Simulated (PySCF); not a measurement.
PySCF input for NbF4, SMILES [F][Nb]([F])([F])[F] (connectivity only; charge and spin as stated), neutral, multiplicity 2, PBE-D3(BJ)/def2-SVP. The structure is a stationary point at PBE-D3(BJ)/def2-SVP. The spin state was assumed, not searched. The isomer is the one that the SMILES or the coordinates give; other isomers of the formula were not compared. The def2 effective core potentials stand for the cores of Nb; spin–orbit coupling is left out.

```python
import numpy as np
from pyscf import gto, scf, dft, df
from pyscf.hessian import thermo

mol = gto.M(
    atom='''
    Nb   -0.00000000    0.00000000   -0.00000000
    F     1.21742025    1.21742025    0.72815097
    F    -1.21742024   -1.21742025    0.72815097
    F     1.21742025   -1.21742025   -0.72815097
    F    -1.21742025    1.21742024   -0.72815097
    ''',
    basis='def2-SVP',
    ecp={'Nb': 'def2-svp'},
    charge=0,
    spin=1,
    max_memory=1600,
    verbose=3,
)
mf = dft.UKS(mol, xc='pbe').density_fit(auxbasis='def2-universal-jkfit')
mf.disp = 'd3bj'
mf.grids.level = 3
mf.conv_tol = 1e-11
mf.max_cycle = 100
mf.kernel()
fine, coarse = mf.grids, dft.Grids(mol).set(level=1).build(with_non0tab=True)
for _ in range(3):  # follow internal instabilities
    mf.grids = coarse
    mo, _, stable, _ = mf.stability(return_status=True, nroots=4)
    mf.grids = fine
    if stable:
        break
    mf.kernel(mf.make_rdm1(mo, mf.mo_occ))

# [left out here: the lines that compute and print the analytic Hessian (its translational invariance restored by hand, since the grid's response is missing), thermochemistry and intensities]
```

It prints:

```

WARN: HOMO -0.59266119641427 >= LUMO -0.59266119641427

converged SCF energy = -455.940597900738  <S^2> = 0.75141491  2S+1 = 2.0014144
<class 'pyscf.df.df_jk.DFUKS'> wavefunction is stable in the internal stability analysis

WARN: DFTD3 does not support analytical Hessian, using finite difference


WARN: Mole.unit (angstrom) is changed to Bohr

Mode                                 0                   1                   2
Irrep
Freq [cm^-1]                      153.1706            157.6857            157.6861
Reduced mass [au]                  18.9984             22.2638             22.2638
Force const [Dyne/A]                0.2626              0.3262              0.3262
Char temp [K]                     220.3784            226.8746            226.8752
Normal mode                   x     y     z       x     y     z       x     y     z
       0  Nb                 0.00  0.00 -0.00   -0.03  0.03  0.00    0.03  0.03  0.00
       1   F                 0.03  0.03 -0.11    0.09 -0.09  0.00    0.01  0.02  0.06
       2   F                -0.03 -0.03 -0.11    0.09 -0.09 -0.00    0.01  0.02 -0.06
       3   F                 0.03 -0.03  0.11   -0.02  0.01  0.06   -0.09 -0.09 -0.00
       4   F                -0.03  0.03  0.11   -0.02  0.01 -0.06   -0.09 -0.09  0.00
Mode                                 3                   4                   5
Irrep
Freq [cm^-1]                      172.8135            205.2737            665.9287
Reduced mass [au]                  25.5829             18.9984             21.1221
Force const [Dyne/A]                0.4501              0.4717              5.5188
Char temp [K]                     248.6401            295.3432            958.1232
Normal mode                   x     y     z       x     y     z       x     y     z
       0  Nb                 0.00  0.00 -0.06   -0.00  0.00 -0.00    0.00  0.00 -0.04
       1   F                -0.04 -0.04  0.07    0.08 -0.08 -0.00    0.07  0.07  0.05
       2   F                 0.04  0.04  0.07   -0.08  0.08  0.00   -0.07 -0.07  0.05
       3   F                 0.04 -0.04  0.07    0.08  0.08  0.00   -0.07  0.07  0.05
       4   F                -0.04  0.04  0.07   -0.08 -0.08 -0.00    0.07 -0.07  0.05
Mode                                 6                   7                   8
Irrep
Freq [cm^-1]                      676.4792            717.0832            717.0833
Reduced mass [au]                  18.9984             24.0869             24.0869
Force const [Dyne/A]                5.1224              7.2974              7.2974
Char temp [K]                     973.3030           1031.7231           1031.7232
Normal mode                   x     y     z       x     y     z       x     y     z
       0  Nb                -0.00 -0.00  0.00    0.04 -0.04 -0.00    0.04  0.04  0.00
       1   F                -0.08 -0.08 -0.04   -0.00  0.00  0.00   -0.09 -0.09 -0.05
       2   F                 0.08  0.08 -0.04   -0.00  0.00 -0.00   -0.09 -0.09  0.05
       3   F                -0.08  0.08  0.04   -0.09  0.09  0.05   -0.00 -0.00  0.00
       4   F                 0.08 -0.08  0.04   -0.09  0.09 -0.05   -0.00 -0.00 -0.00
temperature 298.1500 [K]
pressure 101325.00 [Pa]
Rotational constants [GHz] 3.30479 3.30479 2.24352
Symmetry number 4
Zero-point energy (ZPE) 0.00825 [Eh]   21671.573 [J/mol]
                           tot       elec      trans        rot        vib
Entropy [J/mol/K]       336.446      5.763    172.717    101.338     56.628
Cv [J/mol/K]             78.331      0.000     12.472     12.472     53.388
Cp [J/mol/K]             86.646      0.000     20.786     12.472     53.388
Internal energy [J/mol]                      3718.434   3718.434  30904.501
Internal energy [Eh]   -455.92599  -455.94060
Enthalpy [J/mol]                             6197.391   3718.434  30904.501
Enthalpy [Eh]          -455.92505
Gibbs free energy [J/mol]                  -45298.166 -26495.426  14020.824
Gibbs free energy [Eh] -455.96326
mode   freq/cm-1   IR/(km/mol)
   1      153.17         0.000
   2      157.69        16.465
   3      157.69        16.465
   4      172.81        12.133
   5      205.27         0.000
   6      665.93        70.566
   7      676.48         0.000
   8      717.08       181.983
   9      717.08       181.983
max |gradient| / (hartree/bohr): 0.0003281119798077229
APT charges: [ 2.3005 -0.5751 -0.5751 -0.5751 -0.5751]
```

Self-consistency was reached.

Cost: very roughly 2.8 core-minutes.
